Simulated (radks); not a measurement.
Spherical quantum dot in the effective-mass picture: electrons in a hard-walled sphere of radius 11.4, with a point charge +2 (a donor) at the centre, all in effective atomic units (hartree* = m*/eps^2 hartree, bohr* = eps/m* bohr), one dielectric constant everywhere. Calculated with a radial shooting solver with Libxc functionals: non-relativistic Kohn-Sham, LDA (Slater exchange, Perdew-Wang correlation), spin-polarised, spherical densities. Levels are named by radial order and angular momentum (1s, 1p, 1d, 2s, ...), and open shells are averaged over m. Results are scaled to m* = 0.212 and eps = 15.6, for which hartree* = 23.7 meV and bohr* = 3.894 nm.

N = 6, configuration 1s2 1p(up 3, down 0) 2s(up 1, down 0). This is the lowest configuration that the search found (a dilute case). Occupied and some empty levels:

level,occupation,eigenvalue (meV),<r> (nm)
1s up,1,-0.13385,3.768
1s down,1,-0.10760,3.755
2s up,1,9.7619,28.63
1p up,3,10.254,29.40
2s down,0,10.775,28.58
1d up,0,11.185,30.74
1p down,0,11.270,29.45
1d down,0,12.199,30.96
1f up,0,12.418,31.78
1f down,0,13.415,32.04
1g up,0,13.928,32.65
2p up,0,14.384,22.70
1g down,0,14.900,32.91
2p down,0,15.091,22.12

Energy (meV): total -46.6084, kinetic 73.084, external -183.81, Hartree 97.186, exchange-correlation -33.070.
